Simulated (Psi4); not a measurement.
C$_{2}$H$_{9}$NO$_{2}$Si, singlet, at a GFN2-xTB geometry; B3LYP/def2-TZVPPD in Psi4 1.11.

Psi4 was given this input:
```
memory 2 GB

molecule {
0 1
  Si   -0.07387293    0.02259419   -0.53940565
  N    -0.74867706    1.49659587   -1.11917936
  O     1.50353368    0.21613394   -0.21834740
  C     2.38287941   -0.68708375    0.38688177
  O    -0.76612935   -0.40736678    0.86788488
  C    -2.12758024   -0.59666422    1.11294266
  H    -0.31173677   -0.97430143   -1.58228209
  H    -0.36492617    1.88324495   -1.96483523
  H    -0.88648991    2.23847070   -0.45018247
  H     2.60316950   -1.51567404   -0.29099510
  H     1.95667084   -1.08827463    1.30779955
  H     3.30646626   -0.15282234    0.61453673
  H    -2.46925845   -1.53367005    0.66664325
  H    -2.27240199   -0.63880230    2.19356431
  H    -2.71756232    0.22169018    0.69643907
}

set basis def2-tzvppd

energy('b3lyp')
print_variables()
```

Predict the main parts of the log of this Psi4 run.


```
   => Loading Basis Set <=

    Name: DEF2-TZVPPD
    Role: ORBITAL
    Keyword: BASIS

         ---------------------------------------------------------
                                   SCF
               by Justin Turney, Rob Parrish, Andy Simmonett
                          and Daniel G. A. Smith
                              RKS Reference
         ---------------------------------------------------------

  ==> Geometry <==

    Molecular point group: c1
    Full point group: C1

    Geometry (in Angstrom), charge = 0, multiplicity = 1:

       Center              X                  Y                   Z               Mass
    ------------   -----------------  -----------------  -----------------  -----------------
         SI          -0.084548131011     0.008085788192    -0.528422223652    27.976926534650
         N           -0.759352261011     1.482087468192    -1.108195933652    14.003074004430
         O            1.492858478989     0.201625538192    -0.207363973652    15.994914619570
         C            2.372204208989    -0.701592151808     0.397865196348    12.000000000000
         O           -0.776804551011    -0.421875181808     0.878868306348    15.994914619570
         C           -2.138255441011    -0.611172621808     1.123926086348    12.000000000000
         H           -0.322411971011    -0.988809831808    -1.571298663652     1.007825032230
         H           -0.375601371011     1.868736548192    -1.953851803652     1.007825032230
         H           -0.897165111011     2.223962298192    -0.439199043652     1.007825032230
         H            2.592494298989    -1.530182441808    -0.280011673652     1.007825032230
         H            1.945995638989    -1.102783031808     1.318782976348     1.007825032230
         H            3.295791058989    -0.167330741808     0.625520156348     1.007825032230
         H           -2.479933651011    -1.548178451808     0.677626676348     1.007825032230
         H           -2.283077191011    -0.653310701808     2.204547736348     1.007825032230
         H           -2.728237521011     0.207181778192     0.707422496348     1.007825032230

  Running in c1 symmetry.

  Rotational constants: A =      0.13336  B =      0.07170  C =      0.05043 [cm^-1]
  Rotational constants: A =   3997.97034  B =   2149.54693  C =   1511.96807 [MHz]
  Nuclear repulsion =  336.608141366109749

  Charge       = 0
  Multiplicity = 1
  Electrons    = 58
  Nalpha       = 29
  Nbeta        = 29

[...]
   @DF-RKS iter   4:  -576.58721208263853   -2.04102e-02   3.25907e-04 ADIIS/DIIS
   @DF-RKS iter   5:  -576.59318046253031   -5.96838e-03   8.27514e-05 DIIS
   @DF-RKS iter   6:  -576.59351272658535   -3.32264e-04   3.04785e-05 DIIS
   @DF-RKS iter   7:  -576.59357281454027   -6.00880e-05   3.99554e-06 DIIS
   @DF-RKS iter   8:  -576.59357380765243   -9.93112e-07   1.00746e-06 DIIS
   @DF-RKS iter   9:  -576.59357388412707   -7.64746e-08   2.24932e-07 DIIS
  Energy and wave function converged.

  ==> Post-Iterations <==

   Electrons on quadrature grid:
      Ntotal   =   58.0000138906 ; deviation = 1.389e-05

    Orbital Energies [Eh]
    ---------------------

    Doubly Occupied:

[...]
    Virtual:

[...]
    Final Occupation by Irrep:
              A
    DOCC [    29 ]
    NA   [    29 ]
    NB   [    29 ]

  @DF-RKS Final Energy:  -576.59357388412707

   => Energetics <=

    Nuclear Repulsion Energy =            336.6081413661097486
    One-Electron Energy =               -1461.5530130345243833
    Two-Electron Energy =                 596.4232142569723010
    DFT Exchange-Correlation Energy =     -48.0719164726846913
    Empirical Dispersion Energy =           0.0000000000000000
    VV10 Nonlocal Energy =                  0.0000000000000000
    Total Energy =                       -576.5935738841270677

Computation Completed

Properties will be evaluated at   0.000000,   0.000000,   0.000000 [a0]

Properties computed using the SCF density matrix

 Multipole Moments:

 ------------------------------------------------------------------------------------
     Multipole            Electronic (a.u.)      Nuclear  (a.u.)        Total (a.u.)
 ------------------------------------------------------------------------------------

 L = 1.  Multiply by 2.5417464519 to convert [e a0] to [Debye]
 Dipole X            :          1.0806279           -1.1700456           -0.0894177
 Dipole Y            :          1.6258040           -1.5901801            0.0356239
 Dipole Z            :         -1.1056072            1.2038284            0.0982211
 Magnitude           :                                                    0.1375209

 ------------------------------------------------------------------------------------

  Variable Map:
  ----------------------------------------------------------------------------
[...]
  Array Variable Map:
  ----------------------------------------------------------------------------
[...]
[...]
```
